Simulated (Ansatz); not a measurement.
One change: `B[SiH2]C` becomes `B[SiH2][CH2][GeH3]`.

Ansatz, PBE0-D4/def2-TZVP geometries, multiplicity 1. Each molecule was computed in one conformer, which needn't be the lowest.

Scalar relativity is left out up to krypton.

| property | `B[SiH2]C` |
| --- | --- |
| LUMO energy (PBE/def2-TZVPP) / eV | -3.32 |
| size of the dipole moment (ωB97M-V/def2-TZVPP) / D | 0.73 |
| LUMO energy (PBE0/def2-TZVPP) / eV | -2.31 |
| size of the dipole moment (B3LYP/def2-TZVPP) / D | 0.72 |
| HOMO energy (PBE0/def2-TZVPP) / eV | -8.10 |
| HOMO–LUMO gap (ωB97M-V/def2-TZVPP) / eV | 9.92 |

Q: Give the same properties after the change, and the shifts. (An estimate is asked.)

A: Computed: 
| property | `B[SiH2][CH2][GeH3]` | shift |
| --- | --- | --- |
| LUMO energy (PBE/def2-TZVPP) / eV | -3.42 | -0.10 |
| size of the dipole moment (ωB97M-V/def2-TZVPP) / D | 0.99 | 0.26 |
| LUMO energy (PBE0/def2-TZVPP) / eV | -2.40 | -0.09 |
| size of the dipole moment (B3LYP/def2-TZVPP) / D | 0.98 | 0.26 |
| HOMO energy (PBE0/def2-TZVPP) / eV | -7.91 | 0.19 |
| HOMO–LUMO gap (ωB97M-V/def2-TZVPP) / eV | 9.59 | -0.33 |

With PBE0 the HOMO rises by 0.19 eV and the LUMO falls by 0.09 eV, so the gap narrows by about 0.28 eV. PBE moves the HOMO by 0.14 eV and ωB97M-V by 0.24 eV. Dipoles are sizes alone; their direction can turn.

B3LYP here is the variant with VWN-RPA as its local correlation; programs differ in this.
